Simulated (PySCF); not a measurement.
Input of a response calculation (the driver script's job line, then coordinates in Å):

```
{"job": {"kind": "uv", "xc": "CAM-B3LYP", "basis": "def2-SVPD", "ip": true}, "charge": 0, "multiplicity": 1}
C     -3.250839     0.407921     0.164229
C     -1.928008     0.496941     0.065258
C     -0.815178     0.744978     1.055942
C      0.120170    -0.004357     0.089023
O      1.379609     0.564634    -0.073354
Ge     2.575795    -0.207558    -1.152407
C     -0.936786     0.184127    -1.031374
H     -3.763326     0.611676     1.108598
H     -3.866856     0.128866    -0.695207
H     -0.521399     1.807995     1.082751
H     -0.923976     0.373026     2.085499
H      0.188172    -1.074210     0.370517
H      3.861280     0.600135    -0.946965
H      2.739453    -1.682033    -0.728273
H      2.082253    -0.129082    -2.611420
H     -0.689987     1.082905    -1.622227
H     -1.152944    -0.652351    -1.713570
```

Output (SCF cycles cut):

```
converged SCF energy = -2348.2620786062

Static polarisability (au): isotropic 94.008, principal 75.566 84.799 121.658

Singlet excitations
state   eV       nm        f      main configurations
  1   6.6490    186.5   0.02240   H-1->L+1 0.38, H-1->L 0.34, H->L+1 0.10
  2   6.8544    180.9   0.30757   H->L+2 0.56, H->L+1 0.14
  3   6.9828    177.6   0.06794   H->L+3 0.75, H->L+2 0.13
  4   7.2798    170.3   0.01278   H-1->L 0.37, H-1->L+1 0.22, H->L+1 0.19
  5   7.3702    168.2   0.01157   H-1->L+2 0.52, H-1->L+1 0.14
  6   7.4615    166.2   0.04701   H-1->L+2 0.27, H->L+1 0.24, H->L+2 0.13
  7   7.6046    163.0   0.02916   H-2->L+1 0.31, H-2->L 0.21, H-3->L+2 0.10
  8   7.6147    162.8   0.01771   H-3->L+2 0.65
  9   7.7440    160.1   0.00683   H->L 0.61
 10   7.9406    156.1   0.00229   H-1->L+4 0.26, H->L+4 0.25, H-2->L+2 0.17

Triplet excitations (Tamm-Dancoff, eV): 4.2362 6.3224 6.8315 7.0512
Vertical ionisation energy (delta-SCF) = 9.1953 eV
```

Method used: TDDFT CAM-B3LYP/def2-SVPD, vertical, gas phase, core orbitals frozen in the response in PySCF. The structure is a single PBE0-D3(BJ)/def2-SVP conformer in the gas phase; no vibrational or solvent corrections. The CAM-B3LYP/def2-SVPD calculation is non-relativistic and has no spin–orbit coupling, an omission that weighs most on germanium.

(1) What transition dipole goes with state 2?

(2) Which orbital energies lie behind H and L?

(3) What share of the summed oscillator strength falls to the strongest level in this window?

(4) How much of the mean polarisability do the listed states account for?

(5) Give the mean polarisability in Å³.

(6) Which species is it?

## Answers

(1) |μ|² = 3f / (2ΔE) = 3 × 0.3076 / (2 × 0.2519) = 1.832 au, so |μ| = 3.44 D.

(2) HOMO -8.42 eV and LUMO 0.88 eV, a gap of 9.30 eV; state 1 differs from that by -2.65 eV.

(3) State 2 at 181 nm: 0.3076 of 0.5253, or 59%.

(4) The sum over states Σ f/ΔE² (ΔE in hartree) gives 7.93 au, 8% of the total; the rest comes from higher roots of the same response equations.

(5) 94.01 au × 0.148185 = 13.93 Å³.

(6) `C=C1CC([O][GeH3])C1` (C5H10GeO), point group C1.

H and L stand for HOMO and LUMO.

Shape of the structure used: `[CH2:1]=[C:2]1[CH2:3][CH:4]([O:5][GeH3:6])[CH2:7]1`: C3–C4–O5–Ge6 179°.
